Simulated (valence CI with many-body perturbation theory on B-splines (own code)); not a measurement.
## Forbidden lines of La18+

Computed by relativistic CI+MBPT: three valence electrons over a frozen Dirac-Fock core [Kr], radial functions for each j: 9 s, 9 p, 10 d, 8 f, 5 g, 3 h, 1 i, with the one-electron correlation potential Σ1, the two-electron term Σ2, the three-electron term Σ3, Breit, model QED; selected CI, second order for the rest (own B-spline code, finite nucleus).

No measured levels were compared; by estimate terms of the open shell hold to 2 to 4 % of their energy, and close levels can change places. Only levels of the ground parity were solved; by the run's estimate the other parity begins above the list, which can be wrong where configurations are misplaced.

Lines 51 to 71 of 71 in falling wavelength, among levels below 155260 cm⁻¹, chosen from the decays that carry over 1 % of a level's rate. Wavelengths and rates use the calculated energies, so an error of 2000 cm⁻¹ moves a line at 1467 Å by 2.9 % and its rate by three times that or more. Electric multipoles are in the length gauge, E1 and E2 with the static RPA response of the core. Weak lines are less certain than strong ones. Lines between different terms over intervals too small for the method are left out, as are lines whose strength nearly cancels. The highest levels of a list are the least certain.

Names give the largest LS component (configuration and term), which can be under half, so a name can repeat, a term be missing and a line seem to break the LS rules; names also repeat where a configuration has a term twice. Letters in brackets count levels of one name in rising energy.

```
λ vac (Å)           Upper           Lower  Type   A (s⁻¹)  Branch %
     1467      4d3 2F_7/2      4d3 4F_7/2    M1  5.79e+01      14.2
     1463  4d3 2D_3/2 [b]      4d3 2P_1/2    M1  8.22e+01       5.4
     1453  4d3 2D_5/2 [a]      4d3 4F_5/2    M1  8.75e+01      13.5
     1431      4d3 2P_3/2      4d3 4P_3/2    M1  6.77e+01       5.0
     1395  4d3 2D_3/2 [a]      4d3 4F_3/2    M1  1.49e+02      10.9
     1376  4d3 2D_3/2 [b]  4d3 2D_3/2 [a]    M1  1.88e+02      12.4
     1316      4d3 2P_1/2      4d3 4F_3/2    M1  2.11e+01       3.1
     1288  4d3 2D_5/2 [b]  4d3 2D_3/2 [a]    M1  7.08e+02      26.3
     1236      4d3 2F_7/2      4d3 4F_5/2    M1  5.22e+01      12.8
     1222  4d3 2D_3/2 [b]      4d3 4P_5/2    M1  4.28e+01       2.8
     1169  4d3 2D_3/2 [b]      4d3 2G_7/2    E2  2.37e+01       1.6
     1152  4d3 2D_5/2 [b]      4d3 4P_5/2    M1  5.53e+02      20.5
     1148  4d3 2D_5/2 [a]      4d3 4F_3/2    M1  1.46e+01       2.3
     1141      4d3 2P_3/2      4d3 4F_5/2    M1  2.50e+02      18.3
     1105  4d3 2D_5/2 [b]      4d3 2G_7/2    M1  2.41e+02       8.9
     1042      4d3 2F_5/2      4d3 4F_3/2    M1  1.04e+02      25.3
    977.6  4d3 2D_3/2 [b]      4d3 4P_1/2    M1  6.00e+01       3.9
    944.1      4d3 2P_3/2      4d3 4F_3/2    M1  3.84e+01       2.8
    923.4  4d3 2D_3/2 [b]      4d3 4P_3/2    M1  1.72e+02      11.3
    845.5  4d3 2D_5/2 [b]      4d3 4F_7/2    M1  1.27e+02       4.7
    793.3  4d3 2D_3/2 [b]      4d3 4F_5/2    M1  1.68e+02      11.1
```
